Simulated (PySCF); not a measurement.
## Correlation energy of C(2+) (carbon, charge +2)

[He] 2s1 2p1, high-spin 3P determinant (an excited configuration). Calculation: PySCF 2.14, in x2c-QZVPPall (7s4p3d2f1g, 57 functions); scalar relativity by spin-free X2C-1e. Frozen: nothing; 4 electrons correlated.

| level | correlation energy (mhartree) |
| --- | --- |
| CCSD | -25.86 |
| (T) | -0.03 |
| CCSD(T) | -25.89 |

Diagnostics: T1 = 0.0011, D1 = 0.0025, largest double amplitude 0.021.

**Question.** Is a single reference adequate?

**Answer.** Yes: T1 lies below 0.03 and no double amplitude reaches 0.07.

This basis was not built for core-valence correlation, so the inner-shell part is incomplete.
